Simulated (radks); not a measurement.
Neutral cadmium inside a hard spherical wall (all orbitals vanish at R), configuration held at [Kr] 4d10 5s2 and not refilled when levels cross. Calculated with a radial shooting solver on a logarithmic mesh with Libxc functionals: scalar-relativistic Kohn-Sham, PBE, spin-unpolarised, spherical densities, finite nucleus; Fermi nuclear charge, rms radius 4.6087 fm. Eigenvalues in eV, with the zero of energy where the potential of the charges vanishes at infinity; a dash marks a level that is unbound or too diffuse for the functional's potential to be trusted. A positive occupied level is held by the wall or, in an anion where self-interaction has pushed it up, behind a barrier. The pressure on the wall is -dE/dV.

[
 {"R (bohr)": "free", "E (hartree)": "-5594.52756", "kinetic (hartree)": "5821.261", "e(4s)": "-105.91", "e(4p)": "-66.968", "e(4d)": "-11.734", "e(5s)": "-5.659", "e(5p, empty)": "-1.184", "e(6s, empty)": "-", "pressure (GPa)": "0"},
 {"R (bohr)": "15", "E (hartree)": "-5594.52756", "kinetic (hartree)": "5821.261", "e(4s)": "-105.91", "e(4p)": "-66.968", "e(4d)": "-11.733", "e(5s)": "-5.659", "e(5p, empty)": "-1.179", "e(6s, empty)": "0.290", "pressure (GPa)": "< 0.0001"},
 {"R (bohr)": "12", "E (hartree)": "-5594.52754", "kinetic (hartree)": "5821.261", "e(4s)": "-105.91", "e(4p)": "-66.966", "e(4d)": "-11.732", "e(5s)": "-5.658", "e(5p, empty)": "-1.151", "e(6s, empty)": "0.759", "pressure (GPa)": "0.000317"},
 {"R (bohr)": "8", "E (hartree)": "-5594.52529", "kinetic (hartree)": "5821.281", "e(4s)": "-105.78", "e(4p)": "-66.833", "e(4d)": "-11.601", "e(5s)": "-5.537", "e(5p, empty)": "-0.716", "e(6s, empty)": "3.831", "pressure (GPa)": "0.101"},
 {"R (bohr)": "6", "E (hartree)": "-5594.50206", "kinetic (hartree)": "5821.424", "e(4s)": "-105.10", "e(4p)": "-66.150", "e(4d)": "-10.942", "e(5s)": "-4.808", "e(5p, empty)": "0.778", "e(6s, empty)": "10.823", "pressure (GPa)": "2.02"},
 {"R (bohr)": "3", "E (hartree)": "-5592.93921", "kinetic (hartree)": "5827.947", "e(4s)": "-92.307", "e(4p)": "-53.730", "e(4d)": "1.063", "e(5s)": "16.120", "e(5p, empty)": "29.253", "e(6s, empty)": "100.01", "pressure (GPa)": "713"},
 {"R (bohr)": "2.5", "E (hartree)": "-5590.52045", "kinetic (hartree)": "5837.307", "e(4s)": "-81.343", "e(4p)": "-43.152", "e(4d)": "12.222", "e(5s)": "39.802", "e(5p, empty)": "57.936", "e(6s, empty)": "173.33", "pressure (GPa)": "2990"}
]
